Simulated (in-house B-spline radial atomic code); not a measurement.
Configurations of Zn6+, with energies counted from [Ar] 3d6. Computed with a B-spline radial code for spherical atoms: Dirac-Hartree-Fock, average of configuration, Fermi nucleus of rms radius 3.9283 fm. Energies include first-order Breit, QED and recoil terms.

Occupations are held fixed; configurations that lie above the ionisation limit could autoionise.

| configuration | E - E(ref) (eV) | highest orbital | its <r> (bohr) |
| --- | --- | --- | --- |
| [Ar] 3d5 5p1 | 95.879 | 5p3/2 | 3.283 |
| [Ar] 3d5 6s1 | 108.73 | 6s1/2 | 4.865 |
| [Ar] 3d5 6p1 | 111.36 | 6p3/2 | 5.215 |
| [Ar] 3d5 7p1 | 119.64 | 7p3/2 | 7.573 |
| [Ar] 3d5 7f1 | 124.34 | 7f5/2 | 9.376 |
| [Ne] 3s2 3p5 3d6 5s1 | 172.65 | 5s1/2 | 3.035 |
| [Ne] 3s2 3p5 3d6 6f1 | 201.26 | 6f5/2 | 6.624 |
| [Ne] 3s2 3p5 3d6 6g1 | 201.71 | 6g9/2 | 6.273 |
| [Ne] 3s2 3p5 3d6 7f1 | 206.33 | 7f5/2 | 9.367 |
| [Ne] 3s2 3p5 3d6 7g1 | 206.63 | 7g9/2 | 9.055 |

(1) Order these further configurations by energy, lowest first.
A. [Ar] 3d5 6f1
B. [Ar] 3d5 7s1
C. [Ar] 3d5 4f1
D. [Ne] 3s2 3p5 3d6 7s1
E. [Ar] 3d5 5f1

(2) How far above the reference does [Ar] 3d5 6g1 lie?

(3) How far above the reference does [Ar] 3d5 5g1 lie?

(4) How far above the reference does [Ne] 3s2 3p5 3d6 4s1 lie?

Answers

(1) C (95.623 eV), E (110.89 eV), B (118.13 eV), A (119.28 eV), D (200.13 eV).

(2) 119.71 eV; its least bound orbital is 6g9/2 with <r> = 6.274 bohr.

(3) 111.57 eV; its least bound orbital is 5g9/2 with <r> = 3.922 bohr.

(4) 129.83 eV; its least bound orbital is 4s1/2 with <r> = 1.624 bohr.
